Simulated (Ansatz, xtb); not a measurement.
C3H8BF: 5 structures ranked

5 gas-phase structures of C3H8BF, from a drawn sample of its isomers (lower ones may exist). Each was relaxed with GFN2-xTB; where two conformers were screened, the lower at r2SCAN-D4/def2-SVP//GFN2-xTB is listed:

A. `BC(C)(C)F`, a singlet
B. `BCCCF`, a singlet
C. `B[C@@H](F)CC`, a singlet
D. `BC[C@@H](C)F`, a singlet
E. `B[C@@H](C)CF`, a singlet

Q: Which do you expect lowest at r2SCAN-D4/def2-SVP//GFN2-xTB, and how would the others follow?

A: Calculated order at r2SCAN-D4/def2-SVP//GFN2-xTB: D (0.0), A (3.4), B (5.6), E (6.3), C (6.3) kcal/mol. Less than 1 kcal/mol parts B and E; E and C, so the order within those pairs means little.

Energies above the lowest of each column, in kcal/mol; the last columns are at r2SCAN-D4/def2-SVP geometries:

```
structure  GFN2-xTB  HF/STO-3G  r2SCAN-D4/def2-SVP//GFN2-xTB  r2SCAN-D4/def2-SVP  CCSD(T)/def2-SVP + ΔMP2/def2-TZVPP
        D       0.0        0.0                           0.0                 0.0                                 0.0
        A       3.1        2.8                           3.4                 3.4                                 3.0
        B       3.4        3.0                           5.6                 5.0                                 4.9
        E       4.1        4.0                           6.3                 5.6                                 5.2
        C       4.2        3.8                           6.3                 6.2                                 6.3
```

Every level run on D puts it lowest or level with the lowest. Flexible structures stand in one conformer each, not always the lowest. ΔMP2 is the change of the MP2 energy from the smaller to the larger basis.

Over these structures GFN2-xTB departs from r2SCAN-D4/def2-SVP//GFN2-xTB by 1.0 kcal/mol on average once a common shift is removed. A GFN2-xTB relaxation took about 0.07 s and the r2SCAN-D4/def2-SVP//GFN2-xTB energy about 2 s on a shared host (Ansatz 0.2.0, xtb 6.7.1).
